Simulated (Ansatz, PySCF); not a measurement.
Process, species as SMILES: C[Si](C)(O)[SiH2]O + 5 [H][H] (H2) -> 2 C (CH4) + 2 O (H2O) + 2 [SiH4] (SiH4)
Each molecule is optimised on its own at B3LYP-D3(BJ)/def2-TZVP (Ansatz, a program for electronic structure), one conformer each, not searched for the lowest. Frequencies are from Ansatz or PySCF.
Geometry of the first species:
```xyz
16

C     -0.8720     1.8916    -1.1286
Si    -0.6303     0.2479    -0.2599
C     -2.1352    -0.1194     0.7973
O     -0.3819    -0.9843    -1.3704
Si     1.4099     0.0620     0.9036
O      2.0191    -1.4350     0.5191
H     -0.0306     2.1188    -1.7854
H     -1.7854     1.8942    -1.7301
H     -0.9564     2.7022    -0.4000
H     -2.0387    -1.0820     1.3026
H     -3.0485    -0.1406     0.1958
H     -2.2634     0.6494     1.5635
H     -1.0798    -1.1994    -1.9947
H      2.3640     1.1361     0.5145
H      1.2591     0.1357     2.3785
H      1.6121    -1.8322    -0.2589
```

Wanted: energy of full hydrogenation (enthalpy at 298 K, with B3LYP-D3(BJ) rigid-rotor harmonic-oscillator terms), in kcal/mol. Correlated levels leave the core frozen unless marked. Spin-orbit coupling is left out. Non-relativistic unless marked X2C. Basis-set limits of correlation are two-point, X^-3; Hartree-Fock from the larger set.

| level | program | energy of full hydrogenation (kcal/mol) |
|---|---|---|
| HF/aug-cc-pV(D+d)Z | Ansatz | -9.1 |
| HF/cc-pV(Q+d)Z | Ansatz | 3.9 |
| BLYP/def2-TZVPD | Ansatz | 14.7 |
| B3LYP-D3(BJ)/def2-TZVPD | Ansatz + dftd3 | 23.2 |
| PBE0-D3(BJ)/def2-TZVPD | Ansatz + dftd3 | 22.7 |
| PBE0-D4/def2-TZVPD | Ansatz + dftd4 | 23.0 |
| BHLYP-D3(BJ)/def2-TZVPD | Ansatz + dftd3 | 20.1 |
| r2SCAN0/def2-TZVPD | Ansatz | 23.5 |
| HSE06/def2-TZVPD | Ansatz | 18.0 |
| LC-wPBE-D3(BJ)/def2-TZVPD | Ansatz + dftd3 | 24.5 |
| wB97X/def2-TZVPD | Ansatz | 17.7 |
| B2PLYP-D3(BJ)/def2-TZVPD | Ansatz + dftd3 | 25.2 |
| B2PLYP/def2-TZVPD | Ansatz | 20.5 |
| PBE-QIDH/def2-TZVPD | Ansatz | 23.5 |
| RPA@PBE/cc-pV(Q+d)Z | Ansatz | 22.1 |
| MP2/6-31G* | Ansatz | 37.2 |
| MP2/cc-pV(T+d)Z | Ansatz | 29.8 |
| CCSD/aug-cc-pV(T+d)Z | Ansatz | 19.1 |
| CCSD(T)/6-31G | Ansatz | 24.4 |
| X2C-CCSD(T)/cc-pVTZ-DK | Ansatz | 21.8 |
| CCSD(T)/CBS(cc-pV(T+d)Z,cc-pV(Q+d)Z) | Ansatz | 26.2 |
